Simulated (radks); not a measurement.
Values are calculated unless marked as measured or tabulated.
Q: These are the eigenvalues of the occupied orbitals of an atom or ion with whole-number occupations (Ry). Level of theory: scalar-relativistic Kohn-Sham, PBE, spin-unpolarised, spherical densities, point nucleus (a radial shooting solver on a logarithmic mesh with Libxc functionals).

1s: -1042.550
2s: -138.9252
2p: -123.0516
3s: -21.27358
3p: -16.21788
3d: -7.85184
4s: -3.38668
4p: -2.27688

Which element is it, and in what charge state? The configuration may be excited.

A: Z = 36, krypton, charge +2: Kr2+ in [Ar] 3d10 4s2 4p4. The list shows which subshells hold electrons but not how many an open one holds; the 1s level, -521.28 hartree, gives Z - s = 32.3 by -(Z - s)^2/2, which with screening and relativity narrows Z to a few neighbours, and the depths of the outer levels then fix element, charge and occupations together.
